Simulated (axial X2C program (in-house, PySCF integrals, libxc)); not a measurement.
**SeH⁻: properties at the nuclei**

Computed with an axial X2C code built on PySCF integrals: two-component X2C with atomic mean-field Coulomb and Gaunt terms, Gaussian nuclei, basis Se dyall-acv3z, H dyall-av3z with contracted cores.

R = 1.473 Å (near the PBE0 minimum at charge -1 of the determinant lowest at the starting distance; the state shown can have its own minimum elsewhere).

Input and command:
```json
{"zs": [34, 1], "q": -1, "bas": ["dyall-acv3z", "dyall-av3z"], "r0": 1.48, "levels": ["PBE0", "HF", "PBE", "PBE50", "B3LYP"], "nst": 3}
```
```bash
python soeom.py task.json out
```

Keys: zs atomic numbers; q charge; bas basis sets; r0 starting distance in Å; levels methods; nst determinants followed.

Determinant lowest in the PBE0 search, Ω = 0 (closed shell), highest spinor 82% Se p, 12% H p, 6% H d:

```tsv
level	qzz Se (a.u.)	qzz H (a.u.)
PBE0	4.77	0.20
HF	4.98	0.20
PBE	4.65	0.20
PBE50	4.89	0.20
B3LYP	4.89	0.19
```

Determinant 2.47 eV from it at PBE0 and this distance, Ω = 2 (⟨Sz⟩ = 1.00, ⟨Lz⟩ = 1.00 at PBE0), spin on the atoms Se -0.18, H 1.18:

| level | Eeff magnitude (GV/cm) | Ws magnitude Se (kHz) | A∥/gI Se (MHz) | qzz Se (a.u.) | A∥/gI H (MHz) | qzz H (a.u.) |
| --- | --- | --- | --- | --- | --- | --- |
| PBE0 | 0.855 | 0.183 | 455 | 1.53 | 1.77 | 0.17 |
| HF | 0.97 | 0.207 | 429 | 1.74 | -0.448 | 0.17 |
| PBE | 0.844 | 0.181 | 462 | 1.41 | 2.54 | 0.17 |
| PBE50 | 0.87 | 0.186 | 448 | 1.61 | 1.17 | 0.17 |
| B3LYP | 0.913 | 0.196 | 493 | 1.56 | 2.4 | 0.17 |

Eeff is the effective electric field on the electron electric dipole moment in this Ω state and Ws the scalar–pseudoscalar constant of the nucleus named (defined with the proton number Z and per Ω); A∥ (defined per Ω) follows by multiplying with gI = μI/(I μN); qzz is the electric field gradient, eQq0 = 234.96 MHz × Q/barn × qzz. The operators were transformed with the bare-nucleus X2C matrices; with these basis sets, hyperfine constants and field gradients can be off by tens of per cent, and where levels differ in sign neither size nor sign is settled.

Each state is one determinant with collinear spin, which with several unpaired electrons need not be a pure state. Unrestricted Hartree–Fock can overshoot spin polarisation at the nuclei. For an anion, determinants above electron detachment, or with a positive highest level, are held by the basis set. With several open shells hyperfine constants can be off by a factor of several. Open-shell Ω = 0 determinants with evenly filled partner blocks cannot be reached by this program, so the Ω shown need not be the lowest component. The search compared states at one distance, so a state with another bond length can lie lower. PBE0 term energies can be off by some tenths of an eV.
